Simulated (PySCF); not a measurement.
A survey of 17O NMR shifts

- GFN2-xTB structure
- shieldings: GIAO PBE0/pcSseg-1
- program: PySCF 2.14.0 with density-fitted response routines
- no relativistic terms, a single conformation, isolated molecule, averaged over atoms made equivalent by symmetry, fast rotation or ring inversion

Shieldings were converted by a linear fit to measured shifts: 17O (scatter 10.7 ppm rms, 12.2 ppm with the 3 outliers that the fit left out vs liquid water, solution or neat liquid). A few per cent of atoms miss by over 2 rms, more outside the fitted compound classes.

Question: Give the 17O shifts of `CC(=O)c1cccc(N)c1`, `CCO[Si@H](N)NC`, `[H]/N=C\c1ccc(CO)cc1`, `C=CO[Si@@](O)([SiH3])C=O`.

Answer: 
```csv
compound,environment,δ (ppm)
CC(=O)c1cccc(N)c1,ketone oxygen,547.9
CCO[Si@H](N)NC,"oxygen bonded to C, Si",7.5
[H]/N=C\c1ccc(CO)cc1,alcohol oxygen,24.3
[CH2:1]=[CH:2][O:3][Si@@:4]([OH:5])([SiH3:6])[CH:7]=[O:8],O8: carbonyl oxygen,809.5
[CH2:1]=[CH:2][O:3][Si@@:4]([OH:5])([SiH3:6])[CH:7]=[O:8],"O3: oxygen bonded to C, Si",92.7
[CH2:1]=[CH:2][O:3][Si@@:4]([OH:5])([SiH3:6])[CH:7]=[O:8],"O5: oxygen bonded to Si, H",3.9
```
